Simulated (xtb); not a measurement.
C₂H₅FO₂Si, SMILES C[Si@H](F)OC=O. All values are semi-empirical tight-binding results from xtb (GFN2-xTB unless named), good for trends rather than for accurate numbers. Geometry optimised at GFN2-xTB. The structure was generated by enumeration; whether it is a known compound was not checked. One conformer was computed; it need not be the lowest.

| Item | Value |
|---|---|
| orbital gap | 4.76 eV |
| dipole moment | 0.87 D |
| zero-point energy | 44.4 kcal/mol |
| G − E(el) at 298.15 K (modified RRHO) | 23.6 kcal/mol |
| static polarisability (D4 model) | 63.7 bohr³ |
| solvation energy, GFN2-xTB/ALPB(water) | -1.4 kcal/mol |
| solvation energy, GFN2-xTB/ALPB(dmso) | -5.4 kcal/mol |
